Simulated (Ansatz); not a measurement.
Consider the ligand exchange at the Si–C bond: `N=[CH][AlH][CH2][SiH3]` + `OPS` → `OP([SiH3])S` + `[CH3][AlH][CH]=N`.

Gas-phase electronic energies from Ansatz, PBE0-D4/def2-TZVP geometries. CCSD(T)/CBS adds triple-zeta CCSD(T) − MP2 to the extrapolated MP2 energy (def2 sets, frozen cores). Functionals use def2-TZVPP. B3LYP here is the variant with VWN-RPA as its local correlation; programs differ in this. Each species was taken in one conformer, which may not be the lowest.

`N=[CH][AlH][CH2][SiH3]`:

Z-matrix (Å, degrees):
```
C
Si 1 1.868
Al 1 1.946 2 113.5
H 1 1.096 2 108.3 3 122.2
H 1 1.097 2 107.6 3 -121.3
H 2 1.488 1 112.7 3 -178.8
H 2 1.490 1 110.0 3 60.4
H 2 1.490 1 110.3 3 -58.0
C 3 1.978 1 123.8 2 -82.5
H 3 1.590 1 123.2 2 96.5
N 9 1.277 3 121.3 1 179.5
H 9 1.099 3 124.6 1 -0.5
H 11 1.025 9 111.1 3 -0.0
```

`OPS`:

Z-matrix (Å, degrees):
```
P
S 1 2.112
O 1 1.647 2 105.9
H 1 1.417 2 91.7 3 -95.0
H 2 1.343 1 94.9 3 -106.8
H 3 0.961 1 110.2 2 104.3
```

`OP([SiH3])S`:

```xyz
9

O     1.311    0.999    1.112
P    -0.281    0.840    0.719
Si   -0.170    0.002   -1.395
S    -0.882   -1.022    1.514
H     1.845    0.213    0.955
H     0.585   -1.283   -1.415
H     0.544    0.995   -2.240
H    -1.548   -0.205   -1.907
H    -1.403   -0.538    2.656
```

`[CH3][AlH][CH]=N`:

```xyz
10

C     0.953   -1.400    0.463
Al   -0.254   -0.510   -0.770
C    -0.858    1.335   -0.354
N    -0.382    1.830    0.723
H     0.509   -2.321    0.856
H     1.201   -0.751    1.306
H     1.884   -1.694   -0.033
H    -0.781   -1.197   -2.107
H    -1.551    1.925   -0.978
H    -0.721    2.783    0.894
```

```
             level  ΔE (kJ/mol)  difference from CCSD(T)/CBS
            PBE-D4         -9.4                        -10.7
         r2SCAN-D4         -2.7                         -4.0
           PBE0-D4         -5.8                         -7.1
          B3LYP-D4         -4.9                         -6.2
           ωB97X-V         -0.6                         -1.9
           ωB97M-V          0.8                         -0.5
            r2SCAN         -2.3                         -3.6
             B3LYP         -0.5                         -1.8
     HF/def2-TZVPP          7.8                          6.5
    MP2/def2-TZVPP          4.4                          3.1
   CCSD/def2-TZVPP          4.8                          3.5
CCSD(T)/def2-TZVPP          3.5                          2.2
    MP2/def2-QZVPP          3.7                          2.4
SCS-MP2/def2-QZVPP          5.7                          4.4
     MP2/CBS(def2)          2.3                          1.0
    CCSD/CBS(def2)          2.7                          1.4
       CCSD(T)/CBS          1.3                            0
```

Largest T1 diagnostic among the species: 0.014.

The D4 term adds −4.4 kJ/mol with B3LYP and −2.2 kJ/mol with PBE0; it sums over pairs of atoms, weighted by their polarisabilities, and B3LYP, whose exchange is more repulsive, gets the larger term. From PBE to PBE0 (25 % exact exchange), in def2-TZVPP and without D4, ΔE moves by +3.2 kJ/mol. In def2-TZVPP, CCSD(T) changes the Hartree–Fock value by −4.4 kJ/mol (the triples alone add −1.3 kJ/mol) and MP2 by −3.4 kJ/mol.
